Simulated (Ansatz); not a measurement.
```xyz
11

Al    2.650    0.626    0.649
Si    0.723   -0.506   -0.386
O    -0.696    0.163    0.124
Si   -2.318    0.057   -0.060
H     2.464    1.822    1.678
H     4.118    0.143    0.276
H     0.784   -0.431   -1.879
H     0.714   -1.967   -0.064
H    -2.947    1.126    0.753
H    -2.805   -1.270    0.400
H    -2.688    0.236   -1.490
```

Charge 0, multiplicity 1.

(1) List the ωB97M-V/def2-TZVPP orbital energies in eV (Ansatz). (Estimate.)

## Answers

(1) Computed: Occupied: -1807.45, -1807.28, -1532.34, -526.11, -148.44, -148.28, -116.95, -102.58, -102.53, -102.53, -102.43, -102.38, -102.37, -76.63, -76.42, -76.40, -30.60, -19.11, -16.69, -14.51, -14.30, -14.08, -13.42, -11.94, -11.48, -10.90, -10.89, -9.40. Lowest empty: -0.48, 1.10, 1.96, 2.49, 2.83, 3.15, 3.33, 3.54.
